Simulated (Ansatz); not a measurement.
Input file for CH5GeNSe, SMILES `[NH2][GeH2][CH]=[Se]`:

```yaml
crystal:
  periodic: [false, false, false]
  atoms:
    - {symbol: N, position_ang: [-0.302819, 0.912762, -1.367414]}
    - {symbol: Ge, position_ang: [0.768050, -0.000501, -0.198729]}
    - {symbol: C, position_ang: [-0.222873, -0.797814, 1.302187]}
    - {symbol: Se, position_ang: [-1.957033, -0.654505, 1.504507]}
    - {symbol: H, position_ang: [-1.006380, 0.324747, -1.795815]}
    - {symbol: H, position_ang: [-0.784787, 1.689154, -0.932721]}
    - {symbol: H, position_ang: [1.799092, 0.981590, 0.383115]}
    - {symbol: H, position_ang: [1.461755, -1.139763, -0.964919]}
    - {symbol: H, position_ang: [0.333592, -1.362068, 2.052790]}
basis:
  gaussian: {orbitals: def2-SVP}
correlation: {method: ccsd_t}
```

```sh
$ ansatz run in.yaml --threads 4 --pin off --events-out ev --progress --plain --max-ram 10444MiB
```

Output of Ansatz, abridged:

```
Functional definition: HF
1171 factors; integrals over basis functions are off by at most 1.0e-3 eV
mean field evaluation 1: about -124347.3358 eV, gradient 3.1e1 eV
mean field evaluation 2: about -124347.3711 eV, gradient 3.1e1 eV
mean field evaluation 4: about -124349.7991 eV, gradient 3.2e0 eV
mean field evaluation 8: about -124349.8408 eV, gradient 8.4e-2 eV
mean field evaluation 16: about -124349.7937 eV, gradient 1.1e0 eV
mean field evaluation 32: about -124344.4233 eV, gradient 8.3e-3 eV
mean field -124349.84088342 eV, -4569.7723651163 hartree, gradient 3.6e-6 eV, S^2 0.000000; 0 other end points of the search recorded, 0 dependent functions left out; unrestricted orbitals would lower it
20 core orbitals not correlated: weight in the atoms' cores, before any rotation towards them, 1.000 or more for the frozen orbitals, at most 0.000 for the correlated occupied ones
reference -124349.84088342 eV, -4569.7723651163 hartree; 22, 22 occupied and 75, 75 virtual orbitals, 1171 factors
second order -21.01007083 eV of doubles, -0.00000000 eV of singles
cycle   1  -20.83480495 eV  change    1.8e-1 eV  update   1.2e-1
cycle   2  -21.49986410 eV  change   -6.7e-1 eV  update   3.8e-2
cycle   3  -21.63861102 eV  change   -1.4e-1 eV  update   2.1e-2
cycle   4  -21.62376233 eV  change    1.5e-2 eV  update   6.2e-3
cycle   5  -21.62661349 eV  change   -2.9e-3 eV  update   2.9e-3
cycle   6  -21.62652288 eV  change    9.1e-5 eV  update   7.6e-4
cycle   7  -21.62622963 eV  change    2.9e-4 eV  update   3.0e-4
cycle   8  -21.62622686 eV  change    2.8e-6 eV  update   1.2e-4
cycle   9  -21.62625652 eV  change   -3.0e-5 eV  update   4.3e-5
perturbative correction -0.72498532 eV, -0.0266427190 hartree
Total energy: -124372.19212526 eV, -4570.5937581036 hartree
```

Hardware: 4 threads of an AMD EPYC 9R45 on a shared host. Wall time 3.7 s, peak host memory 0.64 GiB.

Correlation energy per correlated electron: -0.508 eV. T1 diagnostic: 0.0127.
